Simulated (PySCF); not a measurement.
Does the answer move with the share of exact exchange?

Species: C2H7BFP.
InChI=1S/C2H7BFP/c1-2-3(4)5/h2-3H,1H2,5H3/t3-/m0/s1

Torsions of this conformer, `[CH2:1]=[CH:2][B@@H-:3]([F:4])[PH3+:5]`: C1–C2–B3–F4 -113°.

PySCF, pcSseg-2 basis, density fitting, gas phase, PBE0-D3(BJ)/def2-SVP geometry. One functional is left out:

```
functional  exact exchange (%)  HOMO energy (eV)  LUMO energy (eV)  dipole moment (D)
     B97-D                   0             -6.20             -1.01              3.937
      BLYP                   0             -6.12             -1.02              3.914
      BP86                   0             -6.35             -1.18              3.944
       LDA                   0             -6.41             -1.31              4.022
      OPBE                   0             -6.19             -1.02              3.992
       PBE                   0             -6.26             -1.13              3.950
     B3LYP                  20             -7.17             -0.44              4.087
     B97-2                  21             -7.12             -0.22              4.124
      PBE0                  25             -7.38             -0.20              4.153
 BHandHLYP                  50             -8.35              0.55              4.263
```

Task: Predict the row of mPW1PW91 (25 % exact exchange) by straight lines through the other rows, and check it.

Result: 
```csv
property,line,computed,computed − line,"PBE0 (25 %), for comparison"
HOMO energy (eV),-7.32,-7.40,-0.08,-7.38
LUMO energy (eV),-0.24,-0.20,+0.04,-0.20
dipole moment (D),4.125,4.151,+0.026,4.153
```

Task: Which of these properties follows the share of exact exchange most closely, and which least?

Result: Most closely the HOMO energy, least the dipole moment; the correlations over the tabulated rows are HOMO energy -0.993, LUMO energy 0.984, dipole moment 0.957. The HOMO energy moves by -0.425 eV for every 10 %. Functionals with the same share still differ in their other parts: at 0 % BLYP and LDA differ by 0.29 eV in it.
